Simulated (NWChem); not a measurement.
Species: C3H4BFO; SMILES C1CC(B1F)=O

```xyz
10

O      1.1866    -1.6406    -0.4687
C      0.3798    -0.7743    -0.2244
C     -1.1749    -0.7555    -0.3487
C     -1.2931     0.7170     0.1753
B      0.2867     0.7662     0.3242
F      1.1471     1.6775     0.7239
H     -1.5137    -0.9084    -1.3802
H     -1.6546    -1.5122     0.2832
H     -1.8599     0.8227     1.1079
H     -1.7237     1.4226    -0.5450
```
Atoms are numbered in this order, from 1.

Program: NWChem. Pople sets run with spherical d functions. The geometry was optimised at B3LYP/6-31G* (spherical d). B3LYP is NWChem's, with the RPA form of VWN correlation. GIAO values for the isolated, static molecule; σ is the absolute isotropic shielding, δ = σ(reference) − σ with the isolated reference molecule computed at the same levels (11B: boron trifluoride, 13C: tetramethylsilane, 19F: trichlorofluoromethane, 1H: tetramethylsilane, 17O: water).

```json
[
 {"level": "PBE0/pcSseg-1", "δ O1 (ppm)": "986.5", "δ C3 (ppm)": "50.8", "δ C4 (ppm)": "22.2", "δ B5 (ppm)": "47.0", "δ F6 (ppm)": "-13.0", "δ H7 (ppm)": "2.65", "δ H9 (ppm)": "1.90"},
 {"level": "B3LYP/6-31G*", "δ O1 (ppm)": "872.7", "δ C3 (ppm)": "46.3", "δ C4 (ppm)": "20.2", "δ B5 (ppm)": "46.1", "δ F6 (ppm)": "-12.8", "δ H7 (ppm)": "2.51", "δ H9 (ppm)": "1.70"},
 {"level": "BHandHLYP/pcSseg-1", "δ O1 (ppm)": "974.7", "δ C3 (ppm)": "48.5", "δ C4 (ppm)": "20.3", "δ B5 (ppm)": "47.1", "δ F6 (ppm)": "-12.3", "δ H7 (ppm)": "2.54", "δ H9 (ppm)": "1.78"}
]
```
